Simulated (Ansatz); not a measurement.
`FC(F)(F)[TeH]` and `[F][SnH2][C](F)(F)F` differ in one atom or group.

Ansatz, PBE0-D4/def2-TZVP geometries, multiplicity 1. 

Elements past krypton have def2 core potentials.

```
                                                                                  property  `FC(F)(F)[TeH]`
                                                     LUMO energy (ωB97M-V/def2-TZVPP) / eV             0.32
ideal-gas entropy at 298 K and 1 bar (rigid rotor, harmonic PBE0-D4/def2-TZVP) / J/(mol·K)              333
                                            size of the dipole moment (PBE/def2-TZVPP) / D             1.33
                                                   HOMO–LUMO gap (ωB97M-V/def2-TZVPP) / eV             9.48
                                            zero-point energy (PBE0-D4/def2-TZVP) / kJ/mol             53.7
                                          size of the dipole moment (B3LYP/def2-TZVPP) / D             1.64
```

Q: What does the change do to each property? (Best estimate.)

A: Computed: 
```
                                                                                  property  `[F][SnH2][C](F)(F)F`  shift
                                                     LUMO energy (ωB97M-V/def2-TZVPP) / eV                   0.49   0.17
ideal-gas entropy at 298 K and 1 bar (rigid rotor, harmonic PBE0-D4/def2-TZVP) / J/(mol·K)                    380     47
                                            size of the dipole moment (PBE/def2-TZVPP) / D                   2.65   1.32
                                                   HOMO–LUMO gap (ωB97M-V/def2-TZVPP) / eV                  11.87   2.39
                                            zero-point energy (PBE0-D4/def2-TZVP) / kJ/mol                   76.7   23.0
                                          size of the dipole moment (B3LYP/def2-TZVPP) / D                   2.92   1.28
```

With PBE0 the HOMO falls by 2.15 eV and the LUMO rises by 0.49 eV, so the gap widens by about 2.64 eV. PBE moves the HOMO by -1.79 eV and ωB97M-V by -2.21 eV. The zero-point energy changes by 23.0 kJ/mol with +6 modes. Dipoles are sizes alone; their direction can turn. Modes under 60 cm⁻¹, often nearly free rotors, make the harmonic entropy too high.

B3LYP here is the variant with VWN-RPA as its local correlation; programs differ in this.

Spin–orbit coupling is left out; it splits and shifts lone-pair levels of the heavy atoms by tenths of an eV.
